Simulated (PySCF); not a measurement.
Method: PBE-D3(BJ)/def2-TZVP in PySCF. Isolated molecules, 0 K electronic values unless said otherwise. One relaxed conformer stands for a flexible species; it need not be the lowest. Delta-SCF ions had no search for a lower state. Excitations are Tamm–Dancoff values on a coarser integration grid. The basis has no diffuse functions, so Rydberg states are missing or too high.

Reference species (SMILES): `[SiH2]([SiH3])[SiH](Cl)Cl` (Si–Si–Si–Cl torsion 55°) (neutral, multiplicity 1).

```yaml
T1 excitation (TDA): 4.90 eV
HOMO–LUMO gap: 5.22 eV
LUMO: -1.72 eV
vertical ionisation energy (Delta-SCF): 9.40 eV
```

Changed species: `Cl[SiH2][SiH2][SiH2]Cl` (Cl–Si–Si–Si torsion 52°, Si–Si–Si–Cl torsion 52°).

Problem. Give the shifts of the T1 excitation (TDA), HOMO–LUMO gap, LUMO and vertical ionisation energy (Delta-SCF).

Solution. the T1 excitation (TDA) hardly moves; the HOMO–LUMO gap is nearly the same; the LUMO is nearly the same; the vertical ionisation energy (Delta-SCF) falls by 0.05 eV, to 9.35 eV.
